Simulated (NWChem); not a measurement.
**Total energies of HAl**

```xyz
2

Al     0.0000     0.0000     0.1203
H      0.0000     0.0000    -1.5639
```
Charge 0, spin multiplicity 1.

Everything below was run with NWChem. The geometry was optimised at PBE/def2-SVP, a minimum by its harmonic frequencies.

Basis set: cc-pVTZ (48 functions).

```json
[
 {"method": "RHF", "total energy (Ha)": "-242.46163"},
 {"method": "MP2", "total energy (Ha)": "-242.52366"},
 {"method": "B2PLYP", "total energy (Ha)": "-242.86445"},
 {"method": "PBE", "total energy (Ha)": "-242.83886"},
 {"method": "B3LYP", "total energy (Ha)": "-243.00724"},
 {"method": "LDA (SVWN5)", "total energy (Ha)": "-241.91284"},
 {"method": "CCSD(T)", "total energy (Ha)": "-242.54553"}
]
```

Total energies of different functionals aren't comparable as a measure of quality: only differences taken within one method are. 

The correlated methods keep 5 core orbitals frozen. B3LYP has NWChem's definition, with VWN1-RPA local correlation. The structure started from a generated list of species. No row is a measurement; the coupled-cluster row has its own basis-set and correlation limits.
